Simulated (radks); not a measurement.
Ho52+, 15 electrons, occupied as [Ne] 3s2 3p3 (the NIST ground configuration). Calculated with a radial shooting solver on a logarithmic mesh with Libxc functionals: non-relativistic Kohn-Sham, LB94 model potential, spin-polarised, spherical densities, point nucleus; open shells are filled with parallel spins first (spin-orbit coupling, left out, can overturn this in heavy ions); relativity is left out, which matters for an element this heavy. Some entries of the table are withheld. Estimate them.

orbital,occ.,eigenvalue (hartree),r(max) (bohr)
1s down,1,-2047.448,0.01500
1s up,1,-2047.438,0.01501
2s up,1,-439.5008,0.08151
2s down,1,-439.4721,0.08158
2p up,3,-427.1282,0.06334
2p down,3,-426.8946,0.06339
3s up,1,(1),0.2143
3s down,1,(2),0.2140
3p up,3,(3),0.2008
3p down,0,(4),0.2002

Answer. 
(1) 3s up eigenvalue (hartree): -179.1015
(2) 3s down eigenvalue (hartree): -178.3159
(3) 3p up eigenvalue (hartree): -174.4132
(4) 3p down eigenvalue (hartree): -173.7585
